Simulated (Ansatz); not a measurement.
The inner images of a band of BClFH + H4Si (9 atoms, charge 0, multiplicity 1) are given out of order.

Level of theory: RKS PBE/6-31G* (Ansatz).

Image 0:

```xyz
9
Properties=species:S:1:pos:R:3
B 0.176 -1.056 0.199
Cl 0.383 -2.405 1.307
F 1.017 -0.030 0.267
H -0.709 -1.061 -0.609
Si -0.042 3.151 0.988
H 1.126 2.905 1.892
H 0.401 3.079 -0.441
H -0.613 4.509 1.265
H -1.096 2.115 1.239
```

Image 8:

```xyz
9
Properties=species:S:1:pos:R:3
B 0.303 0.501 -0.307
Cl -0.928 -0.542 2.317
F 1.480 -0.127 -0.217
H -0.591 -0.088 -0.872
Si 0.170 2.425 0.378
H 0.861 2.587 1.708
H 0.852 3.364 -0.582
H -1.250 2.888 0.538
H -0.254 0.199 3.144
```

Question: Put them in order from the first end to the last, with their energies above the first end.
A.
```xyz
9
Properties=species:S:1:pos:R:3
B 0.113 -0.049 0.372
Cl -0.454 -0.959 1.901
F 1.425 -0.107 0.048
H -0.699 0.036 -0.518
Si 0.070 2.504 0.790
H 1.052 2.961 1.811
H 0.554 2.787 -0.594
H -1.324 2.984 0.994
H -0.095 1.051 1.304
```
B.
```xyz
9
Properties=species:S:1:pos:R:3
B 0.156 -0.692 0.165
Cl -0.264 -1.670 1.570
F 1.425 -0.354 -0.031
H -0.687 -0.366 -0.621
Si 0.006 2.866 1.002
H 1.126 3.360 1.863
H 0.432 2.865 -0.434
H -1.206 3.728 1.173
H -0.344 1.469 1.418
```
C.
```xyz
9
Properties=species:S:1:pos:R:3
B 0.129 -0.414 0.280
Cl -0.347 -1.335 1.723
F 1.426 -0.257 0.011
H -0.699 -0.102 -0.530
Si 0.033 2.693 0.912
H 1.055 3.249 1.849
H 0.499 2.799 -0.506
H -1.311 3.322 1.078
H -0.143 1.252 1.289
```
D.
```xyz
9
Properties=species:S:1:pos:R:3
B 0.189 -0.956 0.147
Cl 0.023 -1.968 1.575
F 1.162 -0.052 0.106
H -0.561 -1.078 -0.779
Si -0.031 3.053 1.011
H 1.236 2.885 1.791
H 0.277 3.063 -0.455
H -0.691 4.343 1.392
H -0.961 1.918 1.318
```
E.
```xyz
9
Properties=species:S:1:pos:R:3
B 0.254 0.461 -0.169
Cl -0.804 -0.672 2.428
F 1.427 -0.172 -0.099
H -0.658 -0.091 -0.735
Si 0.167 2.404 0.497
H 0.989 2.650 1.736
H 0.749 3.246 -0.602
H -1.229 2.881 0.774
H -0.253 0.500 2.277
```
F.
```xyz
9
Properties=species:S:1:pos:R:3
B 0.172 -0.817 0.150
Cl -0.142 -1.853 1.538
F 1.348 -0.207 0.052
H -0.658 -0.671 -0.702
Si -0.012 2.954 1.013
H 1.253 3.113 1.797
H 0.302 2.927 -0.451
H -0.942 4.091 1.308
H -0.678 1.669 1.403
```
G.
```xyz
9
Properties=species:S:1:pos:R:3
B 0.194 0.320 0.164
Cl -0.585 -0.658 2.164
F 1.446 -0.127 0.003
H -0.707 -0.018 -0.555
Si 0.114 2.391 0.683
H 1.053 2.830 1.764
H 0.601 2.907 -0.641
H -1.271 2.890 0.948
H -0.203 0.671 1.576
```

Answer: D (0.00 eV), F (+0.01 eV), B (+0.04 eV), C (+0.17 eV), A (+0.67 eV), G (+1.81 eV), E (+1.52 eV).

Time of the run: 20 min on 1 thread of AMD EPYC 7R43 64-Core Processor (Zen 3), on a shared host, peak memory 0.13 GiB.
